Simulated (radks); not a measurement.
Kr3+, 33 electrons, occupied as [Ar] 3d10 4s2 4p3. Method: Dirac Kohn-Sham, PBEsol, spin-unpolarised, spherical densities, point nucleus; open shells are shared between the two j in proportion to 2j + 1; computed with a radial shooting solver on a logarithmic mesh with Libxc functionals.

Normalised radial functions P(r) = r R(r) (large component), r in bohr:

```
   r/bohr * 3p1/2, o 4p1/2, + 4d5/2 (the largest magnitude, 1.48, reaches the edge; | marks zero, & curves that meet)
 0.002104                             &
 0.003189                             &
 0.004795                             &
 0.007211                             &*
  0.01093                             &*
  0.01644                             +o*
  0.02472                             +o  *
  0.03747                             + o    *
  0.05635                             +   o      *
  0.08474                             |+   o         *
   0.1285                             | + o       *
   0.1932                             o*  +
   0.2905            *          o     |    +
   0.4404  *                   o      |    +
   0.6622        *                    o+
   0.9959                     *  +    |          o
     1.51                  +         *|               o
     2.27                 +           *         o
    3.414                      +      *  o
    5.175                           + &
    7.782                             &
```

3p1/2: eigenvalue -240.65 eV, 1 radial node at r = 0.197 bohr, <r> = 0.533 bohr, 90 % of the charge inside 0.813 bohr. 4p1/2: eigenvalue -43.948 eV, 2 radial nodes at r = 0.191, 0.658 bohr, <r> = 1.64 bohr, 90 % of the charge inside 2.43 bohr. 4d5/2 (empty): eigenvalue -22.125 eV, 1 radial node at r = 0.727 bohr, <r> = 2.33 bohr, 90 % of the charge inside 3.53 bohr.
